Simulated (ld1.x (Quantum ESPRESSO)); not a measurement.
**cerium (Ce), TM: configuration errors across variants**

* Element: cerium
* Generator: ld1.x (Quantum ESPRESSO) 7.5
* Type: norm-conserving Troullier–Martins (Kleinman–Bylander form)
* Functional: PBE
* Relativity: scalar-relativistic
* Frozen core: [Xe]
* Valence charge: 4
* Reference configuration: 4f1 5d1 6s1.5 6p0.5
* Partial waves: 6s (bound): rc 2.70 bohr; 6p (bound): rc 4.20 bohr; 5d (bound): rc 2.30 bohr; 4f (bound): rc 1.35 bohr
* Local potential: all-electron potential smoothed inside 3.55 bohr (lloc = -1)
* Core correction: none

All-electron excitation energies from the reference (eV): (1) 4f1 5d1 6s2 6p0 -1.211; (2) 4f1 5d1 6s1 6p0 4.859; (3) 4f1 5d1 6s0 6p0 15.940; (4) 4f1 5d0 6s2 6p0 5.193; (5) 4f1 5d1 6s1.5 6p0 1.230; (6) 4f1 5d1 6s0 6p2 3.787.

Tests that are not counted but printed errors over 1 eV. “base”: 4f2 5d0 6s2 6p0 (solver errors, printed error -73.9 eV). “all radii scaled by about 0.82 (s 2.20, p 3.42, d 1.88, f 1.10 bohr); local potential all-electron potential smoothed inside 2.90 bohr (lloc = -1)”: 4f2 5d0 6s2 6p0 (solver errors, printed error -68.4 eV); 4f1 5d0 6s2 6p0 (solver errors, printed error -30.1 eV); 1 more. “all radii scaled by about 1.31 (s 3.54, p 5.52, d 3.02, f 1.78 bohr); local potential all-electron potential smoothed inside 4.66 bohr (lloc = -1)”: 4f2 5d0 6s2 6p0 (solver errors, printed error -73.3 eV). “all radii scaled by about 1.39 (s 3.76, p 5.86, d 3.20, f 1.88 bohr); local potential all-electron potential smoothed inside 4.94 bohr (lloc = -1)”: 4f2 5d0 6s2 6p0 (solver errors, printed error -73.2 eV).

4 further variants failed, have other tests or too few solved ones, and are left out.

A true bound ghost makes a file unfit for plane-wave use even where its test errors are small: the radial tests pick states by their node count and pass the ghost by. Where a test does run into it, the solver fails or the error is huge.

Errors AE − PS in meV (a dash: test not solved or not reliable):

| change | (1) | (2) | (3) | (4) | (5) | (6) | bound ghosts |
| --- | --- | --- | --- | --- | --- | --- | --- |
| base | +2.3 | +13 | +186 | +383 | -1.1 | +14 | s |
| all radii scaled by about 0.82 (s 2.20, p 3.42, d 1.88, f 1.10 bohr); local potential all-electron potential smoothed inside 2.90 bohr (lloc = -1) | +8.5 | +2.5 | +303 | – | -0.3 | – | s, p |
| all radii scaled by about 1.31 (s 3.54, p 5.52, d 3.02, f 1.78 bohr); local potential all-electron potential smoothed inside 4.66 bohr (lloc = -1) | +0.7 | -3.5 | +154 | +94 | -1.4 | +17 | none |
| all radii scaled by about 1.39 (s 3.76, p 5.86, d 3.20, f 1.88 bohr); local potential all-electron potential smoothed inside 4.94 bohr (lloc = -1) | +0.9 | -5.3 | +146 | +86 | -1.7 | +19 | none |

Give the same row for: all radii scaled by about 1.09 (s 2.94, p 4.56, d 2.50, f 1.46 bohr); local potential all-electron potential smoothed inside 3.86 bohr (lloc = -1).

+0.6, +3.7, +179, +208, –, +11; bound ghosts: none. Not counted: 4f2 5d0 6s2 6p0 (solver errors, printed error -73.8 eV).
